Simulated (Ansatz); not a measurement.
Correlation energies of C3H8OSi, SMILES `O[SiH]1CCC1` by basis set

Z-matrix (Å, degrees):
```
Si
C 1 1.871
C 1 2.337 2 41.6
O 1 1.647 2 120.0 3 -138.9
C 1 1.871 2 79.5 3 -20.2
H 1 1.494 2 113.1 3 90.6
H 2 1.089 1 122.6 3 -119.0
H 2 1.094 1 110.8 3 110.2
H 3 1.093 1 103.1 2 105.4
H 3 1.092 1 149.6 2 -74.6
H 4 0.957 1 117.6 2 -132.8
H 5 1.089 1 122.6 2 139.2
H 5 1.094 1 110.8 2 -90.0
```

The species carries charge 0 and has multiplicity 1. The structure was optimised at the PBE0-D4/def2-TZVP level. It is one conformer, not always the lowest. Frozen core, restricted reference, Ansatz. CBS rows extrapolate triple and quadruple zeta; past MP2 they add the triple-zeta difference.

| basis | HF (Eh) | MP2 corr. |
| --- | --- | --- |
| def2-TZVPP | -482.18133 | -0.87787 |
| def2-QZVPP | -482.19961 | -0.93904 |

(1) Estimate the CCSD correlation energy and the (T) correction in each basis where they were run (hartree).

## Answers

(1) 
```csv
basis,CCSD corr.,(T)
def2-TZVPP,-0.92070,-0.03650
CBS(def2),-1.02718,as TZ
```
